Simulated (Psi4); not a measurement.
C4H8O, singlet, geometry from GFN2-xTB; Psi4 1.11 with HF/3-21G.

Here is a job for Psi4.
```
memory 2 GB

molecule mol {
0 1
  C    -0.149514    1.227438   -0.211339
  C     1.032398    0.538464    0.466847
  C     0.843221   -0.905635    0.003138
  O    -0.552568   -1.106171   -0.151210
  C    -1.224166    0.143593   -0.119918
  H    -0.450540    2.149776    0.279682
  H     0.086315    1.439511   -1.254880
  H     1.996533    0.945043    0.170837
  H     0.935144    0.603301    1.551266
  H     1.221756   -1.640895    0.718251
  H     1.337853   -1.071212   -0.964643
  H    -1.780295    0.224186    0.824637
  H    -1.937856    0.176495   -0.947844
}

set basis 3-21g
set reference uhf
set stability_analysis follow
set scf_type pk

energy('scf')
print_variables()
```

Output, abridged:

```
   => Loading Basis Set <=

    Name: 3-21G
    Role: ORBITAL
    Keyword: BASIS

         ---------------------------------------------------------
                                   SCF
               by Justin Turney, Rob Parrish, Andy Simmonett
                          and Daniel G. A. Smith
                              UHF Reference
         ---------------------------------------------------------

  ==> Geometry <==

    Molecular point group: c1
    Full point group: C1

    Geometry (in Angstrom), charge = 0, multiplicity = 1:

       Center              X                  Y                   Z               Mass
    ------------   -----------------  -----------------  -----------------  -----------------
         C           -0.130153420916     1.266274623206    -0.206154299852    12.000000000000
         C            1.051758579084     0.577300623206     0.472031700148    12.000000000000
         C            0.862581579084    -0.866798376794     0.008322700148    12.000000000000
         O           -0.533207420916    -1.067334376794    -0.146025299852    15.994914619570
         C           -1.204805420916     0.182429623206    -0.114733299852    12.000000000000
         H           -0.431179420916     2.188612623206     0.284866700148     1.007825032230
         H            0.105675579084     1.478347623206    -1.249695299852     1.007825032230
         H            2.015893579084     0.983879623206     0.176021700148     1.007825032230
         H            0.954504579084     0.642137623206     1.556450700148     1.007825032230
         H            1.241116579084    -1.602058376794     0.723435700148     1.007825032230
         H            1.357213579084    -1.032375376794    -0.959458299852     1.007825032230
         H           -1.760934420916     0.263022623206     0.829821700148     1.007825032230
         H           -1.918495420916     0.215331623206    -0.942659299852     1.007825032230

  Running in c1 symmetry.

  Rotational constants: A =      0.24006  B =      0.23399  C =      0.13459 [cm^-1]
  Rotational constants: A =   7196.87095  B =   7014.81708  C =   4034.76607 [MHz]
  Nuclear repulsion =  191.371536719930219

  Charge       = 0
  Multiplicity = 1
  Electrons    = 40
  Nalpha       = 20
  Nbeta        = 20

  ==> Algorithm <==

  SCF Algorithm Type is PK.
  DIIS enabled.
  MOM disabled.
  Fractional occupation disabled.
  Guess Type is SAD.
  Energy threshold   = 1.00e-06
  Density threshold  = 1.00e-06
[...]
  Energy and wave function converged.

    Wavefunction stable under totally symmetric rotations.
    Lowest totally symmetric eigenvalue: 0.274508
    Lowest UHF->UHF stability eigenvalues:
       A 0.274508

    Stability analysis over.

  ==> Post-Iterations <==

   @Spin Contamination Metric:  -2.842170943E-14
   @S^2 Expected:                0.000000000E+00
   @S^2 Observed:               -2.842170943E-14
   @S   Expected:                0.000000000E+00
   @S   Observed:                0.000000000E+00

    Orbital Energies [Eh]
    ---------------------

    Alpha Occupied:

[...]
    Alpha Virtual:

[...]
    Beta Occupied:

[...]
    Beta Virtual:

[...]
    Final Occupation by Irrep:
              A
    DOCC [    20 ]
    SOCC [     0 ]
    NA   [    20 ]
    NB   [    20 ]

  @UHF Final Energy:  -229.69635763434169

   => Energetics <=

    Nuclear Repulsion Energy =            191.3715367199302193
    One-Electron Energy =                -690.7636284796991504
    Two-Electron Energy =                 269.6957341254272933
    Total Energy =                       -229.6963576343416662

  UHF NO Occupations:
  HONO-2 :   18  A 2.0000000
  HONO-1 :   19  A 2.0000000
  HONO-0 :   20  A 2.0000000
  LUNO+0 :   21  A 0.0000000
  LUNO+1 :   22  A 0.0000000
  LUNO+2 :   23  A 0.0000000
  LUNO+3 :   24  A 0.0000000

Computation Completed

Properties will be evaluated at   0.000000,   0.000000,   0.000000 [a0]

Properties computed using the SCF density matrix

 Multipole Moments:

 ------------------------------------------------------------------------------------
     Multipole            Electronic (a.u.)      Nuclear  (a.u.)        Total (a.u.)
 ------------------------------------------------------------------------------------

 L = 1.  Multiply by 2.5417464519 to convert [e a0] to [Debye]
 Dipole X            :         -1.0713800            1.4634477            0.3920677
 Dipole Y            :         -2.1523440            2.9356176            0.7832736
 Dipole Z            :         -0.2873501            0.3918952            0.1045450
 Magnitude           :                                                    0.8821362

 ------------------------------------------------------------------------------------

  Variable Map:
  ----------------------------------------------------------------------------
[...]
  Array Variable Map:
  ----------------------------------------------------------------------------
[...]
[...]
```
